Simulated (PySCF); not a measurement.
# How methods differ on the excitation energy of Mn⁺

Mn⁺ [Ar] 3d5 4s1 (7S) → Mn⁺ [Ar] 3d4 4s1 5s1 (7D), as a difference of total energies. Calculation: PySCF 2.14, in aug-cc-pVDZ-DK; scalar relativity by spin-free X2C-1e. Correlated levels: valence: [Ar] frozen. The calculations carry no spin-orbit coupling.

```
           method  excitation energy (cm⁻¹)
              UHF                    125680
              LDA                    137650
              PBE                    134760
             PBE0                    134040
          r2SCAN0                    135190
            TPSSh                    133760
          wB97M-V                    132310
    MP2 (valence)                    131760
SCS-MP2 (valence)                    127700
```

A first-order spin-orbit estimate (lowest level to lowest level, LS coupling) adds -0.063 eV.

The upper state lies above the first ionisation limit, where it may autoionise and the basis confines it. A Rydberg-like electron needs more diffuse functions than a valence basis has.

The promoted electron is Rydberg-like, and one or two diffuse shells describe it only roughly, which tends to raise the upper state.
